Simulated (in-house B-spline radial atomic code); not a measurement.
Results of a calculation; reference values are marked as such.
**Softness against transferability: the 5s channel of Cd**

Cd, [Kr] 4d10 5s2, non-relativistic PBE, spherical and spin-unpolarised, from an all-electron radial atomic-structure program (B-spline basis) (atomic units). The all-electron 5s level is ε = -0.193990 hartree, its outermost node lies just inside 1.11 bohr and its outer maximum at 2.46 bohr.

Troullier-Martins pseudo-orbitals are made for several radii. The cutoffs (hartree) are the plane-wave energies beyond which the orbital holds less than the named kinetic energy per electron. The phase error is the difference, pseudo minus all-electron, of arctan(R P'/P) at R = 3.75 bohr for all radii, half a hartree below and above the level.

| r_c (bohr) | V_l(0) (hartree) | cutoff for 10 mEh | for 1 mEh | for 0.1 mEh | phase error at ε − 0.5 (mrad) | at ε + 0.5 (mrad) |
| --- | --- | --- | --- | --- | --- | --- |
| 1.85 | -1.33 | 5.51 | 14.6 | 31.7 | -0.3 | -10.7 |
| 2.14 | 1.83 | 2.6 | 7.84 | 11.7 | -0.2 | -5.4 |
| 2.46 | 1.71 | 2.51 | 7.53 | 11.1 | -0.2 | -6.0 |
| 2.78 | 0.90 | 2.25 | 6.2 | 9.33 | -0.5 | -12.6 |
| 3.1 | 0.37 | 1.84 | 3.38 | 7.68 | -1.1 | -28.2 |
| 3.45 | 0.04 | 1.28 | 2.69 | 6.2 | -2.5 | -59.6 |

(1) Which radius needs the lowest cutoff for 0.1 mEh while both phase errors stay within 12.7 mrad?

(2) What does the larger radius buy, and what does it cost?

## Answers

(1) The radii within that limit are 1.85, 2.14, 2.46, 2.78 bohr; of these r_c = 2.78 needs the least, 9.33 hartree, that is 18.7 Ry or 254 eV.

(2) From r_c = 1.85 to 3.45 bohr the cutoff for 1 mEh goes from 14.6 to 2.69 hartree, a factor of 5.43, against 3.48 for a pure 1/r_c² scaling, end to end; step by step it is 14.6, 7.84, 7.53, 6.2, 3.38, 2.69, and for 0.1 mEh 31.7, 11.7, 11.1, 9.33, 7.68, 6.2; the number of plane waves goes as the cutoff to the power 3/2, here a factor of 12.6. The larger of the two phase errors is least at r_c = 2.14 bohr, 5.4 mrad; it is 10.7 at the smallest radius and 59.6 at the largest. These errors test the reference atom alone. The smallest radius lies well inside the outer maximum, where the nodeless form must bend sharply to keep the norm, so it is both harder and scatters less well than the next. Large radii also let the cores of neighbours overlap, which an atom doesn't show.
